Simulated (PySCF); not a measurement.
# Relaxation of sextet IrH₃⁺

These are results of UPBE0 in PySCF with Ir def2-TZVP with ECP60, H def2-TZVP; scalar-relativistic core potentials, no spin–orbit coupling; density-fitted integrals, not measurements. A (50,194) grid was used.

A start displaced from a saddle point along its imaginary mode, of Cs symmetry, held to at least that symmetry:

```xyz
4
charge 1 multiplicity 6, angstrom
Ir    0.0000   -0.0014   -0.0078
H     0.0000    0.0208    1.8194
H     1.7480    0.1200   -0.1661
H    -1.7480    0.1200   -0.1661
```

(1) What does it relax to?

(2) How much energy is released, and in how many steps?

Results:

(1) It ends at C3v with Ir–H 1.710 Å (×3); H–Ir–H 119.5° (×3). A frequency run shows a minimum.

(2) 55.0 kJ/mol in 8 steps.

With open d or f shells other occupations or spin states may lie lower. At this level a quartet minimum of Cs symmetry lies 380 kJ/mol below this structure. Spin–orbit coupling, left out here, can matter for elements this heavy.

The relaxation took 14 s on 2 threads of a shared AMD EPYC 7R43 64-Core (Zen 3) host, with 58 basis functions and 9 gradients; the process peaked at 0.77 GiB.
